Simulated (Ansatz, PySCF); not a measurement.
GeH3ISi, neutral, multiplicity 1. Atoms are numbered in the order given.

```xyz
6

Ge     1.0082    -0.9611     0.0000
I     -0.2203     1.3185     0.0000
Si    -1.1315    -2.2552     0.0000
H     -0.8828    -3.7317     0.0000
H     -1.9303    -1.9126    -1.2163
H     -1.9303    -1.9126     1.2163
```

Geometry optimised at B3LYP-D3(BJ)/def2-SVP. The def2 effective core potentials stand for the cores of I; spin–orbit coupling is left out.

Vertical ionisation energy (IE) and electron affinity (EA) in eV. Rows of orbital energies are one-electron estimates. Where ΔSCF, EOM or ADC give a negative EA the extra electron is unbound and the value depends on the basis.

| level | IE | EA |
|---|---|---|
| −ε(HOMO), −ε(LUMO), r2SCAN/def2-TZVPD (PySCF) | ? | ? |
| −ε(HOMO), −ε(LUMO), PBE/def2-TZVPD (PySCF) | 5.57 | 4.18 |
| ΔSCF, PBE0/def2-SVPD (Ansatz), final states of multiplicity 2 and 2 | 8.36 | 1.84 |
| ΔSCF, PBE/def2-SVPD (Ansatz), final states of multiplicity 2 and 2 | 8.18 | 1.71 |

Q: Some entries are withheld; supply them. (An estimate is asked for; the answer gives what the named calculation found.)

A: 
- −ε(HOMO), −ε(LUMO), r2SCAN/def2-TZVPD (PySCF), IE: 5.78
- −ε(HOMO), −ε(LUMO), r2SCAN/def2-TZVPD (PySCF), EA: 4.14

Q: What vertical singlet–triplet gap does ΔSCF give with PBE0/def2-SVPD (Ansatz, a quantum-chemistry and plane-wave program) and with PBE/def2-SVPD (Ansatz)? (An estimate is asked for; the answer gives what the named calculation found.)

A: 1.13 and 1.17 eV (triplet above singlet where positive).
